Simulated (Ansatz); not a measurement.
This geometry of AlCl₂H₅N₂ (10 atoms, charge 0, multiplicity 1) is a first-order saddle point.

Computed with RKS B3LYP-D4/def2-SVP in Ansatz 0.2.0.

```xyz
10
Properties=species:S:1:pos:R:3
Al -0.066 0.782 0.038
N -0.065 0.003 1.913
H -0.871 -0.622 2.006
H 0.776 -0.515 2.176
N 1.482 0.218 -0.650
H 2.186 -0.353 -0.196
H 1.792 0.443 -1.590
Cl -1.906 -0.074 -0.670
Cl -0.299 2.858 0.546
H -0.185 0.775 2.576
```

Question: Which two structures does it join? (They come from a converged band through this point; their orientation in space is the band's.)

Answer: No bond is made or broken.  The two ends are copies of one structure, up to a mirror image or an exchange of like atoms.

Initial state:

```xyz
10
Properties=species:S:1:pos:R:3
Al -0.051 0.726 0.049
N -0.119 0.068 1.973
H -0.920 -0.553 2.119
H 0.739 -0.453 2.173
N 1.526 0.144 -0.568
H 2.309 0.778 -0.708
H 1.576 -0.589 -1.271
Cl -1.794 -0.287 -0.687
Cl -0.233 2.829 0.441
H -0.190 0.850 2.629
```

Final state:

```xyz
10
Properties=species:S:1:pos:R:3
Al -0.051 0.722 0.049
N -0.118 0.067 1.973
H -0.870 -0.615 2.099
H 0.772 -0.377 2.213
N 1.523 0.143 -0.579
H 1.595 -0.627 -1.238
H 2.284 0.793 -0.754
Cl -1.816 -0.268 -0.667
Cl -0.199 2.826 0.441
H -0.277 0.849 2.613
```

Question: How far does it lie above each of them?

Answer: 0.151 eV above the first and 0.150 eV above the second. This is the barrier of this one path; another mechanism may lie lower.

The run took 4.2 min on 2 threads of Arm Neoverse V2, with other jobs on the host, peak memory 0.24 GiB.
